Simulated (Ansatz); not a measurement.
A structure relaxed at PBE/def2-SVP in Ansatz, charge 1, singlet:

```tsv
atom	x (Å)	y (Å)	z (Å)
Na1	-0.7478	1.9440	1.8046
Na2	-0.5361	-1.8134	0.4605
Na3	2.0964	3.3541	0.0989
Na4	-3.4801	-0.4359	1.3939
Na5	-0.6607	5.2606	1.0485
Na6	0.0743	-2.4969	-2.7704
Na7	5.0997	2.1251	-1.1667
Na8	-1.1486	1.0057	-1.4674
Na9	2.3383	0.0945	-1.3421
Na10	-0.4532	-5.1846	-0.3272
Na11	-2.5823	-3.8533	2.2673
```

Give its formula.

the cluster Na₁₁⁺.

Summarise the bond lengths by kind (pairs closer than 1.2 times the sum of covalent radii, bridged metal pairs left out).

21 × Na–Na 3.36 to 3.96 Å.

The restricted singlet is unstable towards broken spin symmetry in Hartree–Fock (as tested in another run); at PBE/def2-SVP this wasn't settled. Another isomer (singlet) lies 0.55 eV lower at PBE0/def2-TZVP; other spin states weren't run for this one.
